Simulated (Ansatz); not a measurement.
Molecule: CH4BO2, charge 0, multiplicity 2. It need not be the lowest isomer of its formula. SMILES: B(O)([O])C
Coordinates optimised at B3LYP-D3(BJ)/def2-TZVP (Ansatz, a quantum-chemistry and plane-wave program):
```
B
O 1 1.3379
O 1 1.3716 2 123.46
H 3 0.9637 1 113.77 2 0.00
C 1 1.5868 2 116.34 3 -180.00
H 5 1.0878 1 114.06 2 0.00
H 5 1.0928 6 109.06 1 120.86
H 5 1.0928 6 109.06 7 118.28
```
Charge 0, spin multiplicity 2.

Wanted: atomisation energy (electronic, to ground-state atoms), in kcal/mol. Correlated levels leave the core frozen unless marked. Open shells are spin-unrestricted. No spin-orbit coupling. No relativistic terms. The coupled-cluster limit lacks core correlation, which all-electron functionals hold. CBS marks a two-point X^-3 extrapolation of the correlation energy; Hartree-Fock from the larger set. The bracket is a focal-point correction in the basis named.

| level | program | atomisation energy (kcal/mol) |
|---|---|---|
| PBE0-D3(BJ)/def2-TZVP | Ansatz + dftd3 | 775.0 |
| PBE0-D4/def2-TZVP | Ansatz + dftd4 | 774.9 |
| PBE0/def2-QZVPP | Ansatz | 774.8 |
| BHLYP-D3(BJ)/def2-TZVPD | Ansatz + dftd3 | 749.0 |
| r2SCAN0-D4/def2-TZVPD | Ansatz + dftd4 | 765.0 |
| LC-wPBE-D4/def2-TZVPD | Ansatz + dftd4 | 775.5 |
| B2PLYP-D4/def2-TZVPD | Ansatz + dftd4 | 766.1 |

Task: Estimate the value at RI-MP2/CBS(aug-cc-pVTZ,aug-cc-pVQZ)+[CCSD(T)-MP2]/aug-cc-pVTZ as computed with Ansatz.

Result: 770.4 kcal/mol
